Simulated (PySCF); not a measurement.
A calculated (PBE0, PySCF 2.14, x2c-TZVPPall, scalar relativity by spin-free X2C-1e) atom or ion has these occupied shells.

```json
{"shell": "1s α", "electrons": "1", "orbital energy (eV)": "-3199.1", "rms radius, mean of both spins (bohr)": "0.0992"}
{"shell": "1s β", "electrons": "1", "orbital energy (eV)": "-3198.2", "rms radius, mean of both spins (bohr)": "0.0992"}
{"shell": "2s α", "electrons": "1", "orbital energy (eV)": "-355.58", "rms radius, mean of both spins (bohr)": "0.448"}
{"shell": "2s β", "electrons": "1", "orbital energy (eV)": "-354.74", "rms radius, mean of both spins (bohr)": "0.448"}
{"shell": "2p α", "electrons": "3", "orbital energy (eV)": "-286.35", "rms radius, mean of both spins (bohr)": "0.418"}
{"shell": "2p β", "electrons": "3", "orbital energy (eV)": "-285.00", "rms radius, mean of both spins (bohr)": "0.418"}
{"shell": "3s α", "electrons": "1", "orbital energy (eV)": "-70.793", "rms radius, mean of both spins (bohr)": "1.39"}
{"shell": "3s β", "electrons": "1", "orbital energy (eV)": "-64.357", "rms radius, mean of both spins (bohr)": "1.39"}
{"shell": "3p α", "electrons": "3", "orbital energy (eV)": "-53.736", "rms radius, mean of both spins (bohr)": "1.50"}
```

Task: Name the element and its charge.

Result: Ar³⁺ (argon, charge +3), in [Ne] 3s2 3p3, high-spin 4S determinant.
